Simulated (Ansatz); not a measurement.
Relaxation of SnCl3(OSiMe3) (C₃H₉Cl₃OSiSn) with RKS r2SCAN-D4/def2-SVP.

```sh
$ ansatz run in.yaml --threads 4 --pin off --events-out ev --progress --plain --max-ram 6963MiB
```

```yaml
crystal:
  periodic: [false, false, false]
  atoms:
    - {symbol: Sn, position_ang: [2.241450, 0.980530, 1.438380]}
    - {symbol: Cl, position_ang: [2.170100, 0.540130, 3.691360]}
    - {symbol: Cl, position_ang: [4.335720, 0.592280, 0.585270]}
    - {symbol: Cl, position_ang: [1.592330, 3.163180, 1.023440]}
    - {symbol: O, position_ang: [1.044250, -0.340330, 0.569450]}
    - {symbol: Si, position_ang: [-0.366060, -0.333900, -0.259980]}
    - {symbol: C, position_ang: [-1.740550, 0.447490, 0.795610]}
    - {symbol: C, position_ang: [-0.637220, -2.198280, -0.532680]}
    - {symbol: C, position_ang: [-0.159120, 0.609800, -1.896760]}
    - {symbol: H, position_ang: [-2.695860, 0.444550, 0.282140]}
    - {symbol: H, position_ang: [-1.499450, 1.478930, 1.041300]}
    - {symbol: H, position_ang: [-1.866510, -0.090240, 1.731410]}
    - {symbol: H, position_ang: [-0.704180, -2.723560, 0.412640]}
    - {symbol: H, position_ang: [-1.558100, -2.359150, -1.080810]}
    - {symbol: H, position_ang: [0.178920, -2.630130, -1.099540]}
    - {symbol: H, position_ang: [0.091380, 1.652210, -1.715240]}
    - {symbol: H, position_ang: [0.639180, 0.179800, -2.494810]}
    - {symbol: H, position_ang: [-1.066290, 0.586690, -2.491190]}
basis:
  gaussian: {orbitals: def2-SVP}
hamiltonian: {xc: r2scan, dispersion: d4}
scf: {lower_state_search: "off"}
output: {orbitals: {seedname: orbitals}}
relax: {f_tol: 0.03, max_steps: 70}
```

Run time 49 s (4 threads of Arm Neoverse V2 on a shared host).

Positions (Å) and forces (eV/Å) at steps 1, 2, 3, 4, 5, 6, 7, 10 of 10:

```xyz
18
step=1 energy=-56566.3735 eV
Sn    2.241    0.981    1.438   -0.871   -0.815   -0.610
Cl    2.170    0.540    3.691    0.025   -0.030    0.484
Cl    4.336    0.592    0.585    0.485   -0.025   -0.148
Cl    1.592    3.163    1.023   -0.116    0.283   -0.067
O     1.044   -0.340    0.569    1.913    0.778    1.195
Si   -0.366   -0.334   -0.260   -1.426   -0.386   -0.859
C    -1.741    0.447    0.796    0.760   -0.405   -0.497
C    -0.637   -2.198   -0.533   -0.120    1.205    0.001
C    -0.159    0.610   -1.897   -0.068   -0.470    0.872
H    -2.696    0.445    0.282   -0.533    0.011   -0.319
H    -1.499    1.479    1.041    0.125    0.539    0.073
H    -1.867   -0.090    1.731   -0.030   -0.310    0.454
H    -0.704   -2.724    0.413   -0.043   -0.234    0.569
H    -1.558   -2.359   -1.081   -0.568   -0.217   -0.345
H     0.179   -2.630   -1.100    0.488   -0.182   -0.337
H     0.091    1.652   -1.715    0.095    0.525    0.124
H     0.639    0.180   -2.495    0.414   -0.261   -0.277
H    -1.066    0.587   -2.491   -0.529   -0.007   -0.314
18
step=2 energy=-56566.5193 eV
Sn    2.246    0.971    1.442   -0.018   -0.133   -0.022
Cl    2.202    0.575    3.741    0.023    0.047   -0.097
Cl    4.395    0.627    0.603   -0.086    0.050    0.062
Cl    1.565    3.167    1.013   -0.008   -0.073   -0.004
O     1.078   -0.328    0.586    0.890    0.133    0.530
Si   -0.352   -0.350   -0.253   -1.158   -0.144   -0.693
C    -1.720    0.435    0.780    0.369   -0.144   -0.103
C    -0.677   -2.184   -0.557    0.072    0.512    0.078
C    -0.164    0.594   -1.875    0.083   -0.169    0.360
H    -2.685    0.416    0.257   -0.119   -0.013   -0.086
H    -1.483    1.484    1.005    0.007    0.130    0.031
H    -1.840   -0.098    1.733   -0.044   -0.046    0.132
H    -0.743   -2.712    0.402   -0.013   -0.127    0.131
H    -1.609   -2.355   -1.112   -0.113    0.003   -0.066
H     0.152   -2.617   -1.129    0.116   -0.111   -0.086
H     0.077    1.649   -1.685    0.030    0.134    0.004
H     0.645    0.164   -2.481    0.101   -0.034   -0.109
H    -1.086    0.563   -2.470   -0.131   -0.016   -0.064
18
step=3 energy=-56566.5530 eV
Sn    2.245    0.956    1.442    0.038    0.038    0.026
Cl    2.230    0.609    3.745   -0.001    0.010   -0.034
Cl    4.411    0.669    0.636   -0.039    0.015    0.016
Cl    1.523    3.133    0.989   -0.016   -0.002   -0.009
O     1.088   -0.336    0.588    0.266   -0.108    0.140
Si   -0.364   -0.359   -0.263   -0.309    0.016   -0.178
C    -1.705    0.428    0.785    0.054    0.008    0.013
C    -0.696   -2.176   -0.567    0.052    0.045    0.035
C    -0.153    0.587   -1.867    0.033   -0.001    0.040
H    -2.678    0.402    0.265    0.005    0.006    0.026
H    -1.472    1.487    0.998   -0.016   -0.041   -0.007
H    -1.822   -0.096    1.749   -0.005    0.023   -0.038
H    -0.768   -2.717    0.391   -0.010   -0.002   -0.049
H    -1.634   -2.333   -1.126    0.017    0.006    0.010
H     0.130   -2.622   -1.146   -0.047   -0.007    0.015
H     0.088    1.647   -1.674   -0.009   -0.036   -0.013
H     0.658    0.160   -2.481   -0.036    0.018    0.014
H    -1.081    0.560   -2.465    0.022    0.010   -0.008
18
step=4 energy=-56566.5598 eV
Sn    2.239    0.958    1.439   -0.020    0.042   -0.008
Cl    2.222    0.627    3.742    0.003    0.008    0.007
Cl    4.407    0.698    0.638    0.007    0.012    0.004
Cl    1.484    3.121    0.967   -0.007   -0.002   -0.003
O     1.101   -0.357    0.592   -0.007   -0.110   -0.021
Si   -0.364   -0.366   -0.264    0.017    0.044    0.015
C    -1.692    0.427    0.791   -0.016    0.017    0.018
C    -0.707   -2.176   -0.574    0.014   -0.037    0.007
C    -0.143    0.585   -1.860    0.006    0.017   -0.023
H    -2.670    0.406    0.281    0.017    0.003    0.015
H    -1.453    1.484    1.003   -0.001   -0.017   -0.004
H    -1.806   -0.095    1.756    0.003    0.006   -0.012
H    -0.788   -2.726    0.378   -0.007    0.010   -0.023
H    -1.646   -2.320   -1.133    0.009    0.007    0.006
H     0.111   -2.632   -1.156   -0.024    0.009    0.007
H     0.107    1.641   -1.663   -0.003   -0.018    0.000
H     0.665    0.155   -2.476   -0.011    0.004    0.009
H    -1.067    0.570   -2.463    0.021    0.004    0.008
18
step=5 energy=-56566.5647 eV
Sn    2.215    0.952    1.425    0.008    0.065    0.006
Cl    2.217    0.673    3.736   -0.019   -0.014    0.014
Cl    4.402    0.765    0.654   -0.001   -0.008   -0.018
Cl    1.415    3.098    0.934   -0.013   -0.014   -0.010
O     1.113   -0.404    0.590   -0.088   -0.049   -0.060
Si   -0.361   -0.381   -0.266    0.160    0.025    0.097
C    -1.666    0.425    0.807   -0.050    0.016    0.002
C    -0.731   -2.181   -0.588   -0.040   -0.065   -0.026
C    -0.121    0.581   -1.851   -0.024    0.023   -0.048
H    -2.651    0.420    0.310    0.018    0.001    0.003
H    -1.413    1.477    1.020    0.008    0.008   -0.002
H    -1.778   -0.099    1.769    0.010   -0.012    0.011
H    -0.825   -2.742    0.356   -0.002    0.017    0.006
H    -1.674   -2.299   -1.147    0.006    0.003    0.003
H     0.073   -2.650   -1.176    0.002    0.017   -0.002
H     0.148    1.630   -1.643    0.000   -0.001    0.006
H     0.679    0.143   -2.470    0.011   -0.010    0.003
H    -1.043    0.591   -2.458    0.014    0.000    0.016
18
step=6 energy=-56566.5648 eV
Sn    2.213    0.953    1.426    0.012    0.065    0.008
Cl    2.215    0.669    3.736   -0.019   -0.014    0.015
Cl    4.401    0.770    0.655    0.001   -0.007   -0.019
Cl    1.410    3.098    0.939   -0.013   -0.015   -0.011
O     1.115   -0.405    0.587   -0.094   -0.048   -0.064
Si   -0.360   -0.381   -0.266    0.161    0.025    0.099
C    -1.663    0.427    0.807   -0.048    0.016    0.002
C    -0.732   -2.180   -0.588   -0.039   -0.066   -0.025
C    -0.121    0.579   -1.853   -0.023    0.023   -0.047
H    -2.649    0.421    0.312    0.017    0.002    0.003
H    -1.410    1.479    1.019    0.007    0.006   -0.003
H    -1.773   -0.097    1.771    0.009   -0.012    0.010
H    -0.826   -2.741    0.356   -0.002    0.017    0.006
H    -1.675   -2.297   -1.147    0.005    0.001    0.003
H     0.071   -2.651   -1.177    0.003    0.016   -0.003
H     0.147    1.629   -1.647    0.000   -0.001    0.006
H     0.679    0.140   -2.471    0.010   -0.009    0.004
H    -1.043    0.588   -2.459    0.014    0.001    0.015
18
step=7 energy=-56566.5607 eV rejected
Sn    2.189    0.946    1.432   -0.073    0.009   -0.107
Cl    2.114    0.634    3.740    0.047    0.019   -0.052
Cl    4.381    0.882    0.641   -0.070   -0.006    0.081
Cl    1.262    3.037    0.904    0.072   -0.009    0.053
O     1.157   -0.452    0.561   -0.079    0.025   -0.040
Si   -0.335   -0.390   -0.268    0.165    0.002    0.114
C    -1.600    0.443    0.833   -0.036    0.004   -0.005
C    -0.761   -2.177   -0.594   -0.055   -0.031   -0.043
C    -0.095    0.567   -1.858   -0.021    0.015   -0.040
H    -2.599    0.443    0.364    0.014    0.001    0.003
H    -1.331    1.494    1.032   -0.007   -0.018   -0.012
H    -1.690   -0.074    1.803    0.004   -0.013    0.005
H    -0.870   -2.743    0.345    0.003    0.014    0.017
H    -1.710   -2.257   -1.151    0.023   -0.005    0.013
H     0.024   -2.668   -1.192    0.005    0.011   -0.003
H     0.187    1.614   -1.656   -0.001   -0.012    0.005
H     0.695    0.115   -2.479    0.005   -0.004    0.003
H    -1.021    0.584   -2.457    0.005   -0.001    0.008
18
step=10 energy=-56566.5676 eV
Sn    2.193    0.957    1.422    0.017    0.008    0.012
Cl    2.150    0.648    3.729   -0.004    0.006   -0.002
Cl    4.391    0.820    0.671   -0.006    0.002    0.001
Cl    1.348    3.085    0.927    0.003   -0.005    0.001
O     1.140   -0.426    0.562   -0.015   -0.009   -0.016
Si   -0.343   -0.386   -0.269    0.018   -0.003    0.013
C    -1.626    0.433    0.823   -0.006    0.000   -0.001
C    -0.749   -2.180   -0.592   -0.008   -0.002   -0.009
C    -0.111    0.573   -1.860   -0.007    0.001   -0.007
H    -2.620    0.428    0.344    0.003    0.001    0.001
H    -1.365    1.485    1.026   -0.001    0.002    0.000
H    -1.719   -0.088    1.790    0.001   -0.002    0.002
H    -0.847   -2.739    0.353    0.000    0.001    0.003
H    -1.696   -2.279   -1.147    0.004    0.000    0.003
H     0.045   -2.661   -1.186    0.000    0.000   -0.002
H     0.166    1.620   -1.656    0.000    0.001    0.000
H     0.682    0.126   -2.481    0.001   -0.001   -0.001
H    -1.038    0.586   -2.458    0.002    0.002    0.001
```

In the def2 sets Sn takes a core potential; there is no spin–orbit coupling.
